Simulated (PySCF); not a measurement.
# Electron correlation in Pt⁵⁰⁺ (platinum, charge +50)

Starting occupation: [Ar] 3d10. Computed with PySCF 2.14 in an uncontracted even-tempered set (18 s from 4.6 bohr⁻², ratio 2.6; 15 p from 5.9 bohr⁻², ratio 2.6; 10 d from 5.9 bohr⁻², ratio 2.6; 5 f from 6.1 bohr⁻², ratio 2.8), with X2C-1e with screened-nucleus spin-orbit coupling, Gaussian nucleus. Frozen: [Ar]; 10 electrons correlated; the 98 highest virtual spinors left out.

MP2 pair energies summed by pair of shells (mhartree):

```tsv
pair	energy	share (%)
3d3/2-3d5/2	-189.41	49.6
3d5/2-3d5/2	-134.10	35.2
3d3/2-3d3/2	-58.00	15.2
```

Total MP2 correlation energy: -381.51 mhartree.

The virtual space was cut to 70 spinors, which keep -377.14 of the -381.51 mhartree of MP2 correlation.

| level | correlation energy (mhartree) |
| --- | --- |
| CCSD | -373.83 |
| (T) | -0.13 |
| CCSD(T) | -373.96 |

Diagnostics: T1 = 4.4e-05, largest double amplitude 0.005.

Cost of the coupled-cluster step: 67 s of wall time on 1 thread of Neoverse-V2 (shared host), for 10 occupied and 70 virtual spinors.

At this charge the one-electron X2C treatment keeps the bare 1/r₁₂, with no two-electron picture change or Breit term. The effect here is smaller than on the frozen 1s shell.
